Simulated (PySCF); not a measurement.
A structure optimised at PBE-D3(BJ)/def2-TZVP, used in a PySCF frequency run:

```xyz
8

W      0.1678    -0.0479     0.0000
O     -1.7185    -0.0578     0.0000
H     -2.3952     0.6378     0.0000
H      0.0808     1.3863     0.8354
H      1.5370     0.9576     0.0000
H      0.0808     1.3863    -0.8354
H      1.0121    -0.1819     1.4942
H      1.0121    -0.1819    -1.4942
```
Charge 0, spin multiplicity 1.

**Question.** Write its SMILES, formula and point group.

**Answer.** [OH][WH5], H6OW, Cs

**Question.** What are its rotational constants (standard atomic weights)?

**Answer.** 43.944, 7.4150, 7.3809 GHz
